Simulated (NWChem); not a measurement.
BHIF; SMILES FBI

```xyz
4

B     -0.5721    -1.4453     0.0000
F      0.3396    -2.3837     0.0000
H     -1.7415    -1.7288     0.0000
I      0.0327     0.5920     0.0000
```
Atoms are numbered in this order, from 1.

Level: PBE0/def2-SVP with def2 effective core potentials on I (NWChem), optimised geometry, unscaled harmonic frequencies. def2 effective core potentials on I; no spin-orbit coupling.

Question: List the harmonic frequencies with IR intensities, and the thermochemistry.

Answer: 
```csv
frequency (cm⁻¹),IR intensity (km/mol)
289,0.6
610,67.5
790,21.2
1079,93.2
1326,412.9
2687,96.6
```

* **zero-point energy**: 9.7 kcal/mol
* **thermal correction to the enthalpy at 298.15 K (with zero-point energy)**: 12.5 kcal/mol
* **heat capacity Cv**: 9.8 cal/(mol K)
* **entropy at 298.15 K and 1 atm (symmetry number 1)**: 67.4 cal/(mol K)

Rigid rotor and harmonic oscillator.
